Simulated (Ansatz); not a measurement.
`[SiH3][GeH]1[CH2][O]1` + `[OH][GeH]([SH])[CH2]F` → `F[CH2][GeH]1[CH2][O]1` + `[OH][GeH]([SiH3])[SH]`  (redistribution)

Program: Ansatz. Geometries: PBE0-D4/def2-TZVP. ΔE: electronic, gas phase. CCSD(T)/CBS is the MP2 limit (def2-TZVPP, def2-QZVPP) plus CCSD(T) − MP2 in def2-TZVPP, frozen cores. For Ge outer-core shells are correlated without core-valence functions, which leaves a few kJ/mol of doubt a bond. Scalar relativity is left out up to krypton. Each species was taken in one conformer, which may not be the lowest.

```csv
level,ΔE (kJ/mol)
MP2/def2-TZVPP,13.8
MP2/def2-QZVPP,13.2
```

Q: What does CCSD(T)/CBS give? (An estimate is asked.)

A: Computed: +11.7 kJ/mol. The listed levels differ from it by 2.1, 1.5 kJ/mol.

Largest T1 diagnostic among the species: 0.015.

In def2-TZVPP, CCSD(T) changes the Hartree–Fock value by +3.7 kJ/mol (the triples alone add +0.9 kJ/mol) and MP2 by +5.0 kJ/mol.
